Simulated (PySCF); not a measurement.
# Dipole response of Mn (manganese, neutral)

[Ar] 3d5 4s2, high-spin 6S determinant. All numbers are calculated (PySCF 2.14, no relativity, point nucleus, in aug-cc-pVTZ). Coupled (time-dependent) response in atomic units; α is the mean over directions.

| method | mean α (bohr³) | C₆ (like pair) | S(−4) |
| --- | --- | --- | --- |
| UHF | 106.2 | 1056 | 16580 |
| PBE | 75.58 | 718.5 | 3615 |
| PBE0 | 79.76 | 772.7 | 4068 |

S(−4) is the Cauchy moment in α(ω) = α(0) + S(−4) ω² + …

Reference α: 68 ± 9 bohr³ (recommended; Schwerdtfeger and Nagle, table of static dipole polarizabilities (2023 update)). Published C₆: 552.0 (Chu and Dalgarno (2004); Tang, Norbeck and Certain (1976)).

Hartree-Fock lies above the reference because it lacks correlation, which contracts the outer shell.

α(iu) at UHF:

| u (hartree) | α(iu) (bohr³) |
| --- | --- |
| 0 | 106.2 |
| 0.0500 | 85.36 |
| 0.100 | 62.67 |
| 0.200 | 33.30 |
| 0.300 | 19.85 |
| 0.500 | 9.711 |
| 0.750 | 5.542 |
| 1.00 | 3.780 |
| 1.50 | 2.233 |
| 2.00 | 1.531 |
| 3.00 | 0.8748 |
| 5.00 | 0.4035 |
